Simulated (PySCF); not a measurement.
**Working out the ionisation energy of Sb**

Sb [Kr] 4d10 5s2 5p3 (4S) → Sb⁺ [Kr] 4d10 5s2 5p2 (3P). Calculation: PySCF 2.14, in x2c-TZVPPall (8s6p4d2f, 60 functions); scalar relativity by spin-free X2C-1e. Frozen: [Kr] 4d10. Energies in hartree (1 hartree = 27.21139 eV):

```tsv
part	Sb (lower)	Sb⁺ (upper)
UHF	-6477.952345	-6477.637139
CCSD correlation	-0.071141	-0.057204
(T)	-0.002301	-0.001312
```

Question: What does Hartree-Fock give?

Answer: (-6477.637139) − (-6477.952345) = 0.315206 hartree = 8.577 eV.

Question: What do CCSD and CCSD(T) give?

Answer: The CCSD correlation energies differ by 0.013937 hartree = 0.379 eV and the triples by 0.000989 hartree = 0.027 eV, so CCSD gives 8.956 eV and CCSD(T) 8.983 eV.

Measured between the centres of the two terms (NIST): 9.124 eV, so CCSD(T) (valence) is off by -0.141 eV.

What remains against the reference includes basis incompleteness, the frozen core and higher excitations.
